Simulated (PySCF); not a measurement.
Species: C7H14Si2.
Atom-mapped SMILES: `[CH3:1][CH2:2][CH2:3][C:4]1=[CH:5][SiH2:6][CH:7]=[CH:8][SiH2:9]1` (hydrogens: H10, H11, H12 on C1; H13, H14 on C2; H15, H16 on C3; H17 on C5; H18, H19 on Si6; H20 on C7; H21 on C8; H22, H23 on Si9)

The same species was optimised twice, with GFN2-xTB and with PBE0-D3(BJ)/def2-SVP (PySCF), and the same property calculations (PySCF, gas phase) were run on both structures.

```tsv
coordinate	GFN2-xTB	PBE0-D3(BJ)/def2-SVP	change
C7=C8 (Å)	1.331	1.346	+0.015
C4=C5 (Å)	1.335	1.350	+0.015
Si6–C7 (Å)	1.881	1.872	-0.009
C5–Si6 (Å)	1.876	1.868	-0.008
C8–Si9 (Å)	1.879	1.872	-0.007
C3–C4 (Å)	1.503	1.509	+0.006
C1–C2 (Å)	1.523	1.519	-0.004
C4–Si9 (Å)	1.890	1.888	-0.002
C2–C3 (Å)	1.531	1.531	0.000
C2–C3–C4 (°)	111.9	114.4	+2.5
C4–Si9–C8 (°)	109.2	111.6	+2.4
C5–Si6–C7 (°)	108.5	110.4	+1.9
C1–C2–C3 (°)	111.8	113.5	+1.7
C4–C5–Si6 (°)	125.7	127.1	+1.4
C5–C4–Si9 (°)	122.1	121.4	-0.7
C7–C8–Si9 (°)	124.3	125.0	+0.7
C3–C4–C5 (°)	121.1	121.4	+0.3
C1–C2–C3–C4 (°)	62	61	-1
C2–C3–C4–C5 (°)	-115	-122	-7
```

Rotational constants: A = 1889, B = 774.9, C = 626.3 MHz (GFN2-xTB) against A = 1885, B = 748.7, C = 617.0 MHz (PBE0-D3(BJ)/def2-SVP). Point groups within 0.08 Å: C1 and C1.

On the GFN2-xTB structure: HOMO (eV) -7.55 [PBE0/pcSseg-1]; LUMO (eV) -0.86 [PBE0/pcSseg-1]; dipole (D) 0.56 [PBE0/pcSseg-1]; GIAO shielding of C1 (ppm) 172.6 [PBE0/pcSseg-1]; GIAO shielding of C2 (ppm) 162.6 [PBE0/pcSseg-1]; GIAO shielding of C3 (ppm) 134.9 [PBE0/pcSseg-1]; GIAO shielding of C4 (ppm) 17.9 [PBE0/pcSseg-1]; GIAO shielding of C5 (ppm) 41.9 [PBE0/pcSseg-1]; GIAO shielding of Si6 (ppm) 423.4 [PBE0/pcSseg-1]; GIAO shielding of C7 (ppm) 32.8 [PBE0/pcSseg-1]; GIAO shielding of C8 (ppm) 33.4 [PBE0/pcSseg-1].

**Question.** What do these properties become on the PBE0-D3(BJ)/def2-SVP structure?

**Answer.** 
```csv
property,level,on GFN2-xTB,on PBE0-D3(BJ)/def2-SVP,change
HOMO (eV),PBE0/pcSseg-1,-7.55,-7.52,+0.03
LUMO (eV),PBE0/pcSseg-1,-0.86,-0.92,-0.06
dipole (D),PBE0/pcSseg-1,0.56,0.56,0.00
"energy, GFN2-xTB geometry as zero (kcal/mol)",PBE0/pcSseg-1,0.0,-1.8,-1.8
GIAO shielding of C1 (ppm),PBE0/pcSseg-1,172.6,170.6,-2.0
GIAO shielding of C2 (ppm),PBE0/pcSseg-1,162.6,161.4,-1.2
GIAO shielding of C3 (ppm),PBE0/pcSseg-1,134.9,133.6,-1.3
GIAO shielding of C4 (ppm),PBE0/pcSseg-1,17.9,15.5,-2.4
GIAO shielding of C5 (ppm),PBE0/pcSseg-1,41.9,39.0,-2.9
GIAO shielding of Si6 (ppm),PBE0/pcSseg-1,423.4,420.3,-3.1
GIAO shielding of C7 (ppm),PBE0/pcSseg-1,32.8,29.5,-3.3
GIAO shielding of C8 (ppm),PBE0/pcSseg-1,33.4,30.2,-3.2
```

The heavy atoms differ by 0.157 Å rms after alignment. Among bonds between heavy atoms C4=C5 and C7=C8 change most and about equally (+0.015 Å). Changes are differences of the printed values. Neither structure is proved a minimum here.

Conformer computed: `[CH3:1][CH2:2][CH2:3][C:4]1=[CH:5][SiH2:6][CH:7]=[CH:8][SiH2:9]1`: C1–C2–C3–C4 61°, C2–C3–C4–C5 -122°.
